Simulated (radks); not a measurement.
Valence configurations of the barium ion Ba+ (all share [Xe]). Method: scalar-relativistic Kohn-Sham, PBE, spin-polarised, spherical densities, point nucleus; open shells are filled with parallel spins first (spin-orbit coupling, left out, can overturn this in heavy ions); computed with a radial shooting solver on a logarithmic mesh with Libxc functionals. Energies are relative to 6s1; eigenvalues in eV for spin up.

6s1: E (eV) 0.000; moment (Bohr magnetons) 1; e(6s) -7.866
6s0.5 6p0.5: E (eV) 1.317; moment (Bohr magnetons) 1; e(6p) -5.508; e(6s) -8.129
4f0.5 6s0.5: E (eV) 2.288; moment (Bohr magnetons) 1; e(4f) -2.339; e(6s) -7.330
6p1: E (eV) 2.613; moment (Bohr magnetons) 1; e(6p) -5.809
4f1: E (eV) 4.832; moment (Bohr magnetons) 1; e(4f) -2.226

NIST lists [Xe] 6s1 as the ground configuration; this level of theory agrees among the configurations tried. The energies are those of spherical high-spin densities, not of single terms.
